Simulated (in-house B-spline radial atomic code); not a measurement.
Yb²⁺. Computed with a B-spline radial atomic code. Model: non-relativistic spherical atom: semilocal Troullier-Martins pseudo-atom, one channel per l, against all electrons, high spin, G0W0 and RPA with empty states to l = 8, local potential for every l without a channel, a model core (radius 0 = none) keeps its share of the functional.

Without relativity these are model numbers for so heavy an element.

What the tables leave out is listed at the end.

The pseudopotential gives back the lowest level of each angular momentum of its own functional in the configuration it was made in; a second state of the same l is only approximately right. Exact exchange, RPA and GW see the smooth pseudo-orbitals and miss the exchange with the core, for which the functional's share stands in. The column with an uncorrelated core keeps all orbitals and exact exchange, and so separates missing core correlation from pseudisation. Only the three outermost levels and the lowest empty one were computed. RPA here is direct RPA, with no exchange kernel, and its energies carry an (l + 1/2)⁻⁴ tail. A hybrid on a potential with a model core restores only its own semilocal share of the core's exchange.

Command:
```bash
python run_psgw.py task.json out
```
Settings (lengths in bohr, energies in hartree):
```
Z                      70
electrons              68
configuration          [Xe] 4f14
generated_in           [Xe] 4f14 6s2
functional             pbe,pbe
core_shells            10
radius_factor          0.9
core_correction        False
```

Time taken, with all properties: 37 s on 1 thread of Arm Neoverse N1, with other jobs on the host.

Given: made with PBE; model core radius 0 bohr; local radius 1.458 bohr; mean-field start PBE.

Valence shells of the generating configuration: 5p, 4f, 6s.

Channel: s 3.22, p 1.147, d 1.77, f 1.452 (radii in bohr).

Computed: largest level miss in the spin-unpolarised generating configuration 0 eV; valence RPA correlation energy all-electron orbitals -1.6449 hartree; valence RPA correlation energy pseudo -2.394 hartree; all-electron RPA polarisability, core included 5.9268 bohr³.

```
     level  occupied  mean-field all-electron (eV)  mean-field pseudo minus all (eV)  G0W0 all-electron (eV)  G0W0 uncorrelated core minus all (eV)  G0W0 pseudo minus all (eV)  exchange self-energy all-electron (eV)  exchange self-energy pseudo (eV)
        4f         1                       -21.521                              0.26                 -30.135                                 -0.159                       8.102                                 -75.245                           -41.027
6s (empty)         0                       -13.925                             0.026                 -11.244                                  0.003                      -0.429                                 -2.3261                           -2.0029
```

Problem. What is the pseudo-atom RPA polarisability?

Solution. 6.0038 bohr³.

Given: mean-field start PBE0.

Computed: valence RPA correlation energy pseudo -2.333 hartree; all-electron RPA polarisability, core included 5.2318 bohr³; pseudo-atom RPA polarisability 5.6379 bohr³.

```csv
level,occupied,mean-field all-electron (eV),mean-field pseudo minus all (eV),G0W0 all-electron (eV),G0W0 uncorrelated core minus all (eV),G0W0 pseudo minus all (eV),exchange self-energy all-electron (eV),exchange self-energy pseudo (eV)
4f,1,-24.674,1.788,-30.249,-0.227,7.145,-75.705,-40.848
6s (empty),0,-12.986,-0.326,-11.218,0.004,-0.451,-2.0863,-2.0126
```

Problem. What is the valence RPA correlation energy all-electron orbitals?

Solution. -1.5589 hartree.

Given: mean-field start Hartree-Fock.

Computed: valence RPA correlation energy all-electron orbitals -1.3607 hartree; all-electron RPA polarisability, core included 4.1825 bohr³; pseudo-atom RPA polarisability 5.0278 bohr³.

```json
{"level": "4f", "occupied": "1", "mean-field all-electron (eV)": "-33.414", "mean-field pseudo minus all (eV)": "6.898", "G0W0 all-electron (eV)": "-30.001", "G0W0 uncorrelated core minus all (eV)": "-0.322", "G0W0 pseudo minus all (eV)": "3.747", "exchange self-energy all-electron (eV)": "-76.888", "exchange self-energy pseudo (eV)": "-40.278"}
{"level": "5p", "occupied": "1", "mean-field all-electron (eV)": "-46.148", "mean-field pseudo minus all (eV)": "0.574", "G0W0 all-electron (eV)": "-46.799", "G0W0 uncorrelated core minus all (eV)": "-0.782", "G0W0 pseudo minus all (eV)": "-1.216", "exchange self-energy all-electron (eV)": "-31.195", "exchange self-energy pseudo (eV)": "-24.774"}
{"level": "6s (empty)", "occupied": "0", "mean-field all-electron (eV)": "-10.5", "mean-field pseudo minus all (eV)": "-0.949", "G0W0 all-electron (eV)": "-11.089", "G0W0 uncorrelated core minus all (eV)": "0.006", "G0W0 pseudo minus all (eV)": "-0.627", "exchange self-energy all-electron (eV)": "-1.3469", "exchange self-energy pseudo (eV)": "-1.8556"}
```

Problem. What is the valence RPA correlation energy pseudo?

Solution. -2.1744 hartree.

Among the listed levels the largest G0W0 shift of the pseudo-atom is +8.10 eV, for 4f on the PBE start, while leaving the core uncorrelated moves that level by -0.16 eV. So pseudisation and the lost core exchange, not the missing core correlation, make the error. Not in the tables (levels of low weight, unsolved or above zero; the highest and the empty levels are kept at any weight): on PBE the G0W0 levels 5p (pseudo minus all +0.49 eV, weights 0.64 and 0.80); on PBE0 the G0W0 levels 5p (pseudo minus all +0.18 eV, weights 0.22 and 0.83).
